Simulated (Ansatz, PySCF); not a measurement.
Energy difference 3 R1 → P1 + 3 P2, each structure at its B3LYP-D3(BJ)/def2-TZVP stationary point, reached from a drawn start (curvature not checked).
P1: B3H3O6 (SMILES OB1OB(O)OB(O)O1), charge 0, multiplicity 1.
R1, BH3O3 (SMILES OB(O)O) (charge 0, multiplicity 1):
```
atom    x (Å)    y (Å)    z (Å)
----  -------  -------  -------
O     -1.3352  -0.2372   0.1911
B      0.0000   0.0000  -0.0001
O      0.4443   1.2771  -0.2175
O      0.8909  -1.0399   0.0263
H     -1.5314  -1.1681   0.3344
H     -0.2672   1.9246  -0.2149
H      1.7986  -0.7564  -0.1192
```
P2: H2O (SMILES O), charge 0, multiplicity 1.

P less R. No zero-point or thermal terms. One arrangement of each flexible species, with no search for the lowest.

The values were computed with Ansatz (Gaussian basis) for Hartree–Fock, density functionals and correlated methods; PySCF for the D3/D4 terms. No computed number here is a measurement.

Question: Give the reaction energy at the level r2SCAN-D4/def2-TZVPP.

Answer: 66 kJ/mol

Question: Estimate the reaction energy that CAM-B3LYP-D4/def2-TZVPP returns for this input.

Answer: 67 kJ/mol

Question: Estimate the reaction energy that B3LYP-D3(BJ)/def2-TZVPP returns for this input.

Answer: 64 kJ/mol

Ansatz is an electronic-structure program.
